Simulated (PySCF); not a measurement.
PbBr, SMILES [Br][Pb+] (connectivity only; charge and spin as stated), charge +1, multiplicity 1. The structure is a stationary point at PBE-D3(BJ)/def2-TZVP. The spin state was assumed, not searched. The def2 effective core potentials stand for the cores of Pb; spin–orbit coupling is left out.

Method: PBE-D3(BJ)/def2-TZVP (PySCF).

Harmonic wavenumbers (cm⁻¹): 250. Rotational constants (GHz): 1.389 (linear); symmetry number 1.

Problem. Work out the zero-point energy and the ideal-gas rigid-rotor harmonic-oscillator thermochemistry at 298.15 K and 1 atm.

Solution. ZPE = ½ Σ hcν = ½ × 250 cm⁻¹ = 0.36 kcal/mol. H − E(el) = 2.74 kcal/mol. Entropy in cal/(mol K): translation 42.86, rotation 18.69, vibration 1.73, total 63.28. G − E(el) = -16.13 kcal/mol. Cp = 8.72 cal/(mol K).
